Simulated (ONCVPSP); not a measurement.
# Reading a pseudo-wave (B (Z = 5))

Columns: radius, all-electron u(r) and pseudo u(r) of the 2s shell (level -9.36 eV) of boron in the configuration [He] 2s2 2p1; PBEsol, non-relativistic, ONCV scheme, ONCVPSP 4.0.1.

```json
{"r (bohr)": "0.190", "all-electron": "-0.3024", "pseudo": "0.0942"}
{"r (bohr)": "0.380", "all-electron": "-0.1165", "pseudo": "0.2014"}
{"r (bohr)": "0.570", "all-electron": "0.1517", "pseudo": "0.3088"}
{"r (bohr)": "0.760", "all-electron": "0.3836", "pseudo": "0.4159"}
{"r (bohr)": "0.950", "all-electron": "0.5535", "pseudo": "0.5372"}
{"r (bohr)": "1.140", "all-electron": "0.6616", "pseudo": "0.6509"}
{"r (bohr)": "1.330", "all-electron": "0.7177", "pseudo": "0.7167"}
{"r (bohr)": "1.520", "all-electron": "0.7340", "pseudo": "0.7340"}
{"r (bohr)": "1.710", "all-electron": "0.7219", "pseudo": "0.7219"}
{"r (bohr)": "1.900", "all-electron": "0.6906", "pseudo": "0.6906"}
{"r (bohr)": "2.090", "all-electron": "0.6474", "pseudo": "0.6474"}
{"r (bohr)": "2.280", "all-electron": "0.5977", "pseudo": "0.5977"}
{"r (bohr)": "2.470", "all-electron": "0.5451", "pseudo": "0.5451"}
{"r (bohr)": "2.660", "all-electron": "0.4923", "pseudo": "0.4923"}
{"r (bohr)": "2.850", "all-electron": "0.4413", "pseudo": "0.4413"}
{"r (bohr)": "3.040", "all-electron": "0.3929", "pseudo": "0.3929"}
{"r (bohr)": "3.230", "all-electron": "0.3480", "pseudo": "0.3480"}
{"r (bohr)": "3.420", "all-electron": "0.3069", "pseudo": "0.3069"}
{"r (bohr)": "3.610", "all-electron": "0.2697", "pseudo": "0.2697"}
{"r (bohr)": "3.800", "all-electron": "0.2363", "pseudo": "0.2363"}
{"r (bohr)": "3.990", "all-electron": "0.2065", "pseudo": "0.2065"}
{"r (bohr)": "4.180", "all-electron": "0.1801", "pseudo": "0.1801"}
{"r (bohr)": "4.370", "all-electron": "0.1567", "pseudo": "0.1567"}
{"r (bohr)": "4.560", "all-electron": "0.1363", "pseudo": "0.1363"}
{"r (bohr)": "4.750", "all-electron": "0.1183", "pseudo": "0.1183"}
{"r (bohr)": "4.940", "all-electron": "0.1026", "pseudo": "0.1026"}
```

How many radial nodes do the two functions have?

The all-electron 2s function has n − l − 1 = 1; the pseudo-wave has 0, since the states of the same l below it are removed with the core.

At about which radius was the pseudo-wave matched?

1.50 bohr, where the columns begin to agree (steps of 0.19 bohr).

Where does each function peak?

Outermost all-electron maximum near 1.52 bohr, pseudo maximum near 1.52 bohr (to the table’s step).

Is the pseudo-wave norm-conserving?

Yes: the ONCV scheme keeps the norm inside the radius equal to the all-electron one, which fixes the energy derivative of the logarithmic derivative at the level.
